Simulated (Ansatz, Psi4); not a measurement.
# BF3 (boron trifluoride): from total energies to a heat of formation

BF3 has 4 atoms, charge 0, and is taken as a singlet. As SMILES, `FB(F)F`. The shape is that of a PBE0-D4/def2-TZVP optimisation.

```xyz
4

F     0.5439    0.2107    1.1743
B     0.0000    0.0000    0.0000
F    -0.2652   -1.2235   -0.3896
F    -0.2787    1.0128   -0.7847
```

Total energies at DSD-PBEP86/aug-cc-pVDZ (density fitting for correlation), 4 core orbitals frozen (Psi4 1.11); the atoms run unrestricted:

```tsv
species	state	energy (Eh)
BF3	singlet	-324.088949
F	doublet	-99.592780
B	doublet	-24.596859
```

Harmonic wavenumbers at PBE0-D4/def2-TZVP, in cm⁻¹: 475, 475, 690, 897, 1487, 1487.

Measured heats of formation of the gaseous atoms at 298.15 K, in kJ/mol: F 79.4, B 570.3. Spin-orbit lowering of the atoms at 298 K (mean of the ground term's levels less their thermal mean, from spectra), in kJ/mol: F 1.29, B 0.00. Take 1 Eh = 2625.50 kJ/mol, 1 cm⁻¹ = 0.0119627 kJ/mol, RT = 2.479 kJ/mol.

**Question.** Work out the heat of formation of the gas at 298 K.

**Answer.** 
1. Electronic atomisation energy: 3 × (-99.592780) + (-24.596859) − (-324.088949) = 0.713750 Eh = 1874.0 kJ/mol.
2. Zero-point energy: half the sum of the wavenumbers, 2755.5 cm⁻¹ = 33.0 kJ/mol.
3. Thermal vibrational enthalpy, Σ hcν̃/(exp(hcν̃/kT) − 1): 1.8 kJ/mol. Translation, rotation and pV of a non-linear molecule: 4 RT = 9.9 kJ/mol.
4. The 4 free atoms carry 5/2 RT each: 24.8 kJ/mol.
5. Spin-orbit coupling lowers the free atoms by 3 × 1.29 + 0.00 = 3.9 kJ/mol.
6. Atomisation enthalpy at 298 K: 1874.0 − 3.9 − 33.0 − 1.8 − 9.9 + 24.8 = 1850.2 kJ/mol.
7. Sum of the atoms' heats of formation: 808.5 kJ/mol. Heat of formation: 808.5 − 1850.2 = -1041.7 kJ/mol.

The tabulated value is -1135.6 kJ/mol (NIST-JANAF tables; in doubt: it rests on an older heat of the boron atom), so this level is off by +93.9 kJ/mol, or 4.8 % of the atomisation enthalpy that the table implies (1944.0 kJ/mol). Anharmonicity and any spin-orbit splitting of the molecule are left out, and so is core correlation.
